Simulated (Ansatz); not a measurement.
Ansatz (a program for electronic structure) input:

Ansatz 0.2 input:
```yaml
crystal:
  periodic: [false, false, false]
  atoms:
    - {symbol: Co, position_ang: [0.00000000, 0.00000000, 0.00000000]}
    - {symbol: Cl, position_ang: [-0.00000000, -0.00000000, -2.09855469]}
    - {symbol: Cl, position_ang: [0.00000000, 0.00000000, 2.09855469]}
basis:
  gaussian:
    orbitals: def2-TZVP
hamiltonian:
  xc: {name: HF}
magnetization: {spin_polarized: true, initial_magnetization: 3}
relax: {f_tol: 0.003, max_steps: 100}
```

Task: Which total energy does the run end on?

Result: -2300.56687 Eh (HF/def2-TZVP). The basis has 119 functions.

The spin state was set by rule; other spins were not relaxed.
